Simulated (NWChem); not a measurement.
System: SiHCl, singlet; SMILES [SiH]Cl

Input file for NWChem:

```
start job
memory heap 200 mb stack 700 mb global 900 mb
geometry units angstroms noautoz
  Si    -0.108407    -1.113810     0.000000
  H      1.410819    -1.314018     0.000000
  Cl    -0.010457     0.994351     0.000000
end
basis spherical
  * library def2-svp
end
dft
  xc xwpbe 1.00 cpbe96 1.0 hfexch 1.00
  cam 0.25 cam_alpha 0.0 cam_beta 1.0
  iterations 150
  vectors input atomic output neutral.movecs
end
task dft energy
charge 1
dft
  odft
  mult 2
  vectors input atomic output cation.movecs
end
task dft energy
```

Parts of the log:

```
             Northwest Computational Chemistry Package (NWChem) 7.3.0
             --------------------------------------------------------

 CS  symmetry detected

                             Geometry "geometry" -> ""
                             -------------------------

 Output coordinates in angstroms (scale by  1.889725989 to convert to a.u.)

  No.       Tag          Charge          X              Y              Z
 ---- ---------------- ---------- -------------- -------------- --------------
    1 Si                  14.0000    -0.07976958    -1.11529192     0.00000000
    2 H                    1.0000     1.44276428    -1.28855912     0.00000000
    3 Cl                  17.0000    -0.01917589     0.99427330     0.00000000

 Effective nuclear repulsion energy (a.u.)      67.8301074543

      Symmetry information
      --------------------

 Group name             Cs
 Group number              2
 Group order               2
 No. of unique centers     3

  pbe96 is a nonlocal functional; adding pw91lda local functional.

                                 NWChem DFT Module
                                 -----------------

 Summary of "ao basis" -> "ao basis" (spherical)
 ------------------------------------------------------------------------------
       Tag                 Description            Shells   Functions and Types
 ---------------- ------------------------------  ------  ---------------------
 Si                         def2-svp                 8       18   4s3p1d
 H                          def2-svp                 3        5   2s1p
 Cl                         def2-svp                 8       18   4s3p1d

      Symmetry analysis of basis
      --------------------------

        a'         30
        a"         11

            General Information
            -------------------
          SCF calculation type: DFT
          Wavefunction type:  closed shell.
          No. of atoms     :     3
          No. of electrons :    32
           Alpha electrons :    16
            Beta electrons :    16
          Charge           :     0
          Spin multiplicity:     1
          Use of symmetry is: on ; symmetry adaption is: on
          Maximum number of iterations: 150
          AO basis - number of functions:    41
                     number of shells:    19
          Convergence on energy requested:  1.00D-06
          Convergence on density requested:  1.00D-05
          Convergence on gradient requested:  5.00D-04

              XC Information
              --------------
                     Hartree-Fock (Exact) Exchange  1.000
                     LC-wPBE(h)Exchange Functional  1.000
            Perdew 1991 LDA Correlation Functional  1.000 local
           PerdewBurkeErnz. Correlation Functional  1.000 non-local

           Range-Separation Parameters
           ---------------------------
           Alpha           :  0.00
           Beta            :  1.00
           Gamma           :  0.25
           Short-Range HF  :     F

             Grid Information
             ----------------
          Grid used for XC integration:  medium
          Radial quadrature: Mura-Knowles
          Angular quadrature: Lebedev.
          Tag              B.-S. Rad. Rad. Pts. Rad. Cut. Ang. Pts.
          ---              ---------- --------- --------- ---------
          Si                  1.10       88           7.0       590
          H                   0.35       45           8.0       434
          Cl                  1.00       88           8.0       590
          Grid pruning is: on
          Number of quadrature shells:   221
          Spatial weights used:  Erf1

      Superposition of Atomic Density Guess
      -------------------------------------

 Sum of atomic energies:        -748.56134254

      Non-variational initial energy
      ------------------------------

 Total energy =    -748.692456
 1-e energy   =   -1171.093172
 2-e energy   =     354.570608
 HOMO         =      -0.227595
 LUMO         =      -0.061418

      Symmetry analysis of molecular orbitals - initial
      -------------------------------------------------

  Numbering of irreducible representations:

     1 a'          2 a"

  Orbital symmetries:

     1 a'          2 a'          3 a'          4 a'          5 a'
     6 a"          7 a'          8 a'          9 a'         10 a"
    11 a'         12 a'         13 a'         14 a"         15 a'
    16 a'         17 a"         18 a'         19 a'         20 a'
    21 a'         22 a'         23 a"         24 a'         25 a"
    26 a"

   convergence    iter        energy       DeltaE   RMS-Dens  Diis-err
 ---------------- ----- ----------------- --------- --------- ---------
 d= 0,ls=0.0,diis     1   -749.7010352225 -8.18D+02  1.64D-02  2.71D-01
 d= 0,ls=0.0,diis     2   -749.7240094980 -2.30D-02  7.37D-03  7.42D-02
 d= 0,ls=0.0,diis     3   -749.7342262600 -1.02D-02  1.63D-03  5.48D-03
 d= 0,ls=0.0,diis     4   -749.7350327678 -8.07D-04  2.39D-04  6.82D-05
 d= 0,ls=0.0,diis     5   -749.7350455833 -1.28D-05  1.67D-04  5.06D-06
  Resetting Diis
 d= 0,ls=0.0,diis     6   -749.7350479340 -2.35D-06  3.74D-05  2.84D-07
 d= 0,ls=0.0,diis     7   -749.7350480577 -1.24D-07  5.20D-06  1.13D-08

         Total DFT energy =     -749.735048057702
      One electron energy =    -1171.745992166461
           Coulomb energy =      403.345283539209
    Exchange-Corr. energy =      -49.164446884791
 Nuclear repulsion energy =       67.830107454341

 Numeric. integr. density =       31.999996033430

                  Occupations of the irreducible representations
                  ----------------------------------------------

                     irrep           alpha         beta
                     --------     --------     --------
                     a'               13.0         13.0
                     a"                3.0          3.0

[...]
```

Level: LC-wPBE (HJS exchange hole, range parameter 0.25 per bohr)/def2-SVP, vertical spin-unrestricted ions. Low-valent species are run as closed-shell singlets; no triplet was tried in these runs. Structure relaxed at the B3LYP/6-31G* (spherical d) level.
